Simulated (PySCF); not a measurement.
Molecule: `InChI=1S/C5H11NO/c1-4(2)6-5(3)7/h4H,1-3H3,(H,6,7)`.

Molfile (atoms numbered from 1):
```
C5H11NO
     RDKit          3D

 18 17  0  0  0  0  0  0  0  0999 V2000
    2.7830    0.1249    0.3169 C   0  0  0  0  0  0  0  0  0  0  0  0
    1.3377    0.5667    0.4147 C   0  0  0  0  0  0  0  0  0  0  0  0
    0.9803    1.4875    1.1227 O   0  0  0  0  0  0  0  0  0  0  0  0
    0.4747   -0.1523   -0.3578 N   0  0  0  0  0  0  0  0  0  0  0  0
   -0.9515    0.1009   -0.3995 C   0  0  0  0  0  0  0  0  0  0  0  0
   -1.4117    0.3566   -1.8289 C   0  0  0  0  0  0  0  0  0  0  0  0
   -1.7306   -1.0269    0.2675 C   0  0  0  0  0  0  0  0  0  0  0  0
    3.3907    0.7722    0.9588 H   0  0  0  0  0  0  0  0  0  0  0  0
    2.8964   -0.9201    0.6440 H   0  0  0  0  0  0  0  0  0  0  0  0
    3.1462    0.1951   -0.7199 H   0  0  0  0  0  0  0  0  0  0  0  0
    0.8363   -0.9252   -0.9023 H   0  0  0  0  0  0  0  0  0  0  0  0
   -1.0808    1.0190    0.1934 H   0  0  0  0  0  0  0  0  0  0  0  0
   -1.2535   -0.5322   -2.4630 H   0  0  0  0  0  0  0  0  0  0  0  0
   -2.4854    0.5952   -1.8581 H   0  0  0  0  0  0  0  0  0  0  0  0
   -0.8593    1.1968   -2.2739 H   0  0  0  0  0  0  0  0  0  0  0  0
   -2.8093   -0.8090    0.2735 H   0  0  0  0  0  0  0  0  0  0  0  0
   -1.5861   -1.9808   -0.2668 H   0  0  0  0  0  0  0  0  0  0  0  0
   -1.4017   -1.1631    1.3079 H   0  0  0  0  0  0  0  0  0  0  0  0
  1  2  1  0
  2  3  2  0
  2  4  1  0
  4  5  1  0
  5  6  1  0
  5  7  1  0
  1  8  1  0
  1  9  1  0
  1 10  1  0
  4 11  1  0
  5 12  1  0
  6 13  1  0
  6 14  1  0
  6 15  1  0
  7 16  1  0
  7 17  1  0
  7 18  1  0
M  END
```

Geometry PBE0-D3(BJ)/def2-SVP throughout; GIAO in PySCF 2.14, gas phase, one conformer, non-relativistic; equivalent atoms averaged; basis pcSseg-1.

For orientation, B97-D gives these absolute shieldings σ: C2 20.8, C5 138.5, C6/C7 154.0, C1 155.7, N4 109.0, H12 27.00, H11 27.55, H8/H9/H10 29.64, H13/H14/H15/H16/H17/H18 30.37 ppm.

A run gave: C2 20.0, C5 144.8, C6/C7 158.9, C1 160.0, N4 115.7, H12 27.06, H11 27.57, H8/H9/H10 29.60, H13/H14/H15/H16/H17/H18 30.35 ppm (absolute shieldings σ).

Question: Which functional was used in that run?
A. wB97X-D
B. B97-2
C. OPBE
D. mPW1PW91
E. BHandHLYP

Answer: B. C2 tells them apart best: B97-2 gives 20.0, OPBE gives 30.7, BHandHLYP gives 11.4, wB97X-D gives 15.6, mPW1PW91 gives 16.5 ppm.
